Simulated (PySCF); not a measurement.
**Cl⁺: excitation energy**

Cl⁺ [Ne] 3s2 3p4 (3P) → Cl⁺ [Ne] 3s1 3p5 (3P), as a difference of total energies. Computed with PySCF 2.14 in ANO-RCC-VTZP, with scalar relativity by spin-free X2C-1e. Correlated levels: valence and next inner shell: 1s2 frozen. The calculations carry no spin-orbit coupling.

Task: Order these methods by the excitation energy they give, lowest first.
A. CCSD (valence and next inner shell)
B. CCSD(T) (valence and next inner shell)
C. MP2 (valence and next inner shell)
D. SCS-MP2 (valence and next inner shell)

Result: B (94941 cm⁻¹), A (98211 cm⁻¹), D (104750 cm⁻¹), C (106090 cm⁻¹).

Errors of the correlated levels include the incompleteness of this basis and the frozen core.

The coupled-cluster amplitudes are large for the upper state (T1 above 0.03 or a double amplitude above 0.15), so a single reference is strained.

For comparison: 93343 cm⁻¹ (measured; NIST levels, between the centres of gravity of the two terms).
